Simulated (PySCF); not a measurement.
Species: C5H7FO2.
Numbering: `[O:1]=[C:2]1[CH2:3][CH2:4][CH2:5][C@@H:6]([F:7])[O:8]1` (hydrogens: H9, H10 on C3; H11, H12 on C4; H13, H14 on C5; H15 on C6)

The same species was optimised twice, with GFN2-xTB and with PBE0-D3(BJ)/def2-SVP (PySCF), and the same property calculations (PySCF, gas phase) were run on both structures.

```tsv
coordinate	GFN2-xTB	PBE0-D3(BJ)/def2-SVP	change
C5–C6 (Å)	1.531	1.519	-0.012
C6–O8 (Å)	1.384	1.393	+0.009
C6–F7 (Å)	1.383	1.374	-0.009
C2–O8 (Å)	1.365	1.368	+0.003
C3–C4 (Å)	1.531	1.528	-0.003
C2–C3 (Å)	1.508	1.506	-0.002
O1=C2 (Å)	1.193	1.193	0.000
C4–C5 (Å)	1.534	1.534	0.000
C2–C3–C4 (°)	107.8	109.7	+1.9
C5–C6–O8 (°)	114.9	113.4	-1.5
C3–C4–C5 (°)	110.0	111.1	+1.1
C4–C5–C6 (°)	111.1	111.8	+0.7
C5–C6–F7 (°)	108.6	109.2	+0.6
O1–C2–C3 (°)	125.8	126.2	+0.4
O1–C2–O8 (°)	119.5	119.2	-0.3
C2–O8–C6 (°)	118.5	118.6	+0.1
```

Rotational constants: A = 3118, B = 2043, C = 1564 MHz (GFN2-xTB) against A = 3119, B = 2040, C = 1571 MHz (PBE0-D3(BJ)/def2-SVP). Point groups within 0.08 Å: C1 and C1.

On the GFN2-xTB structure: lowest singlet, TDDFT (eV) 5.66 [PBE0/def2-SVPD]; isotropic polarisability (au) 63.1 [PBE0/def2-SVPD]; HOMO (eV) -8.10 [PBE0/def2-SVPD]; LUMO (eV) -0.19 [PBE0/def2-SVPD]; dipole (D) 4.55 [PBE0/def2-SVPD].

Question: What do these properties become on the PBE0-D3(BJ)/def2-SVP structure?

Answer: 
```csv
property,level,on GFN2-xTB,on PBE0-D3(BJ)/def2-SVP,change
"lowest singlet, TDDFT (eV)",PBE0/def2-SVPD,5.66,5.66,0.00
isotropic polarisability (au),PBE0/def2-SVPD,63.1,63.5,+0.4
HOMO (eV),PBE0/def2-SVPD,-8.10,-8.10,0.00
LUMO (eV),PBE0/def2-SVPD,-0.19,-0.19,0.00
dipole (D),PBE0/def2-SVPD,4.55,4.58,+0.03
"energy, GFN2-xTB geometry as zero (kcal/mol)",PBE0/def2-SVPD,0.0,-0.5,-0.5
```

The heavy atoms differ by 0.031 Å rms after alignment. Among bonds between heavy atoms C5–C6 changes most (-0.012 Å). Changes are differences of the printed values. Neither structure is proved a minimum here.
